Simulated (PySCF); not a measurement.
## `C[Te]C`, C₂H₆Te: coupling constants with relativity

Geometry:
| atom | x (Å) | y (Å) | z (Å) |
| --- | --- | --- | --- |
| C1 | -1.559 | 0.087 | 0.098 |
| Te2 | -0.096 | -1.381 | -0.480 |
| C3 | 1.574 | -0.080 | -0.096 |
| H4 | -1.436 | 0.992 | -0.510 |
| H5 | -2.552 | -0.343 | -0.090 |
| H6 | -1.458 | 0.324 | 1.165 |
| H7 | 2.483 | -0.600 | -0.426 |
| H8 | 1.455 | 0.847 | -0.671 |
| H9 | 1.644 | 0.137 | 0.977 |

Level of theory for the indirect couplings: PBE0/pcJ-1 (dyall-v2z on Te), gas phase, Gaussian nuclear model, structure from PBE0-D3(BJ)/def2-SVP (PySCF 2.14.0).

Non-relativistic values:
```json
{"coupling": "1J(125Te,13C)", "atoms": "Te2 – C1/C3", "J (Hz)": "148.9"}
{"coupling": "2J(125Te,1H)", "atoms": "Te2 – H4/H5/H6/H7/H8/H9", "J (Hz)": "-23.0"}
```

Question: What do two-component X2C with spin–orbit coupling give?

Answer: 
| coupling | atoms | with spin–orbit (Hz) |
| --- | --- | --- |
| 1J(125Te,13C) | Te2 – C1/C3 | 220.0 |
| 2J(125Te,1H) | Te2 – H4/H5/H6/H7/H8/H9 | -34.3 |

The largest listed coupling, 1J(125Te,13C), ends at 1.48 times its non-relativistic value. Equivalent partners are averaged, as under fast rotation. In the static structure 2J(125Te,1H) spreads over -2.1, -100.7, 0.1, -100.2, -2.9, 0.0 Hz.
